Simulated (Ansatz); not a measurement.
Species: GaBr₂ (charge +1, singlet). 
Structure (B3LYP-D3(BJ)/def2-TZVP (Ansatz, an electronic-structure program) minimum search):
```xyz
3

Ga     0.0000     0.0000     0.0000
Br     0.0000     0.0000    -2.1837
Br     0.0000     0.0000     2.1837
```
Charge +1, spin multiplicity 1.

Basis-set convergence of Hartree-Fock and CCSD(T) correlation energies (hartree) with Ansatz. Cores are frozen in the correlated levels unless marked. No spin-orbit coupling. The frozen core is the preceding noble-gas configuration, with the filled d and f shells of earlier blocks. No relativistic terms.

```json
[
 {"basis": "aug-cc-pVDZ", "functions": "108", "E(HF)": "-7067.82201", "E(corr, CCSD(T))": "-0.31203"},
 {"basis": "aug-cc-pVTZ", "functions": "177", "E(HF)": "…", "E(corr, CCSD(T))": "…"}
]
```

**Question.** Fill in the missing entries.

**Answer.** 
- aug-cc-pVTZ, E(HF): -7068.04720
- aug-cc-pVTZ, E(corr, CCSD(T)): -0.41394
